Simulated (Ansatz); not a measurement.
```yaml
crystal:
  periodic: [false, false, false]
  atoms:
    - {symbol: Ce, position_ang: [0.005995, 0.001385, -0.001899]}
    - {symbol: O, position_ang: [0.331592, 0.379505, 4.610022]}
    - {symbol: H, position_ang: [0.292107, 1.929618, 5.645509]}
    - {symbol: H, position_ang: [0.529144, -0.982449, 5.868073]}
    - {symbol: O, position_ang: [-0.339994, -0.375550, -4.612925]}
    - {symbol: H, position_ang: [-0.543586, 0.986941, -5.869491]}
    - {symbol: H, position_ang: [-0.308902, -1.925443, -5.649120]}
    - {symbol: O, position_ang: [4.618887, 0.338394, -0.362105]}
    - {symbol: H, position_ang: [5.870538, 0.537371, 1.005598]}
    - {symbol: H, position_ang: [5.660940, 0.308506, -1.908073]}
    - {symbol: O, position_ang: [-4.606312, -0.344050, 0.354697]}
    - {symbol: H, position_ang: [-5.650547, -0.309339, 1.899059]}
    - {symbol: H, position_ang: [-5.855352, -0.553950, -1.013647]}
    - {symbol: O, position_ang: [-0.355042, 4.613660, -0.346020]}
    - {symbol: H, position_ang: [-1.899868, 5.656953, -0.304729]}
    - {symbol: H, position_ang: [1.012203, 5.864163, -0.555013]}
    - {symbol: O, position_ang: [0.355854, -4.610594, 0.355949]}
    - {symbol: H, position_ang: [-1.016116, -5.857443, 0.554950]}
    - {symbol: H, position_ang: [1.898458, -5.657696, 0.329165]}
basis:
  gaussian: {orbitals: def2-mTZVPP}
total_charge: 3
magnetization: {spin_polarized: true, initial_magnetization: 1}
hamiltonian: {xc: {name: rPW86-PBE}, dispersion: d4}
scf: {omitted_lower_state_checks: [starts]}
output: {forces: true}
```

```sh
$ ansatz run in.yaml --threads 4 --pin off --events-out ev --progress --plain --max-ram 6963MiB
```

Shortened log:

```
Functional definition: rPW86-PBE
  name "rPW86-PBE"
  cite "Murray, Lee & Langreth, J. Chem. Theory Comput. 5, 2754 (2009) doi:10.1021/ct900365q"
  cite "Perdew, Burke & Ernzerhof, Phys. Rev. Lett. 77, 3865 (1996) doi:10.1103/PhysRevLett.77.3865"
  parent pbe
  exchange = rpw86_x
  correlation = pbe_c
these checks for a lower state are left out or cut short: starts
2258 factors; their error is unknown
mean field evaluation 1: about -25125.4780 eV, gradient 2.3e2 eV
mean field evaluation 2: about -19193.4063 eV, gradient 1.2e3 eV
mean field evaluation 4: about -20863.3857 eV, gradient 1.0e3 eV
mean field evaluation 8: about -25358.0242 eV, gradient 2.9e1 eV
mean field evaluation 16: about -25364.5934 eV, gradient 1.1e1 eV
mean field evaluation 32: about -25365.2175 eV, gradient 3.0e-3 eV
mean field evaluation 64: about -25365.2181 eV, gradient 1.4e-6 eV
mean field -25365.21814471 eV, -932.1545736558 hartree, gradient 2.6e-10 eV, S^2 5.029556; 0 other end points of the search recorded, 0 dependent functions left out
the calculation of the forces begins
reference -25365.21841663 eV, -932.1545836485 hartree; 44, 43 occupied and 229, 230 virtual orbitals, 2258 factors
Total energy: -25365.31727650 eV, -932.1582166816 hartree
Atom 0 at     0.005995     0.001385    -0.001899 Å, force    -0.001221    -0.000386     0.000623 eV/Å
Atom 1 at     0.331592     0.379505     4.610022 Å, force     0.216385     0.253470     3.084595 eV/Å
Atom 2 at     0.292107     1.929618     5.645509 Å, force     0.080101    -2.490847    -1.422316 eV/Å
Atom 3 at     0.529144    -0.982449     5.868073 Å, force    -0.304001     2.227664    -1.783075 eV/Å
Atom 4 at    -0.339994    -0.375550    -4.612925 Å, force    -0.235986    -0.252339    -3.083399 eV/Å
Atom 5 at    -0.543586     0.986941    -5.869491 Å, force     0.312141    -2.228117     1.780555 eV/Å
Atom 6 at    -0.308902    -1.925443    -5.649120 Å, force    -0.067935     2.490146     1.423376 eV/Å
Atom 7 at     4.618887     0.338394    -0.362105 Å, force     3.085214     0.221149    -0.239430 eV/Å
Atom 8 at     5.870538     0.537371     1.005598 Å, force    -1.772555    -0.301619    -2.235707 eV/Å
Atom 9 at     5.660940     0.308506    -1.908073 Å, force    -1.433165     0.070143     2.484516 eV/Å
Atom 10 at    -4.606312    -0.344050     0.354697 Å, force    -3.085008    -0.229378     0.235965 eV/Å
Atom 11 at    -5.650547    -0.309339     1.899059 Å, force     1.436904    -0.078763    -2.482381 eV/Å
Atom 12 at    -5.855352    -0.553950    -1.013647 Å, force     1.768805     0.318789     2.237083 eV/Å
Atom 13 at    -0.355042     4.613660    -0.346020 Å, force    -0.239694     3.085010    -0.231111 eV/Å
Atom 14 at    -1.899868     5.656953    -0.304729 Å, force     2.483429    -1.434998    -0.083975 eV/Å
Atom 15 at     1.012203     5.864163    -0.555013 Å, force    -2.234678    -1.770438     0.322687 eV/Å
Atom 16 at     0.355854    -4.610594     0.355949 Å, force     0.229576    -3.085354     0.237258 eV/Å
Atom 17 at    -1.016116    -5.857443     0.554950 Å, force     2.242076     1.764780    -0.306030 eV/Å
Atom 18 at     1.898458    -5.657696     0.329165 Å, force    -2.480389     1.441088     0.060762 eV/Å
Dipole moment:    -0.001492    -0.000610    -0.000264 e Å
Checks for a lower state left out: starts
```

**Question.** Something in this input is off. What?

**Answer.** The coordinates are in bohr but typed as ångström. The calculation finished and met its thresholds. The result belongs to that input, not to the species as meant. The charge 3 doublet is spin-contaminated (final ⟨S²⟩ up to 5.03, 0.75 for a pure state).
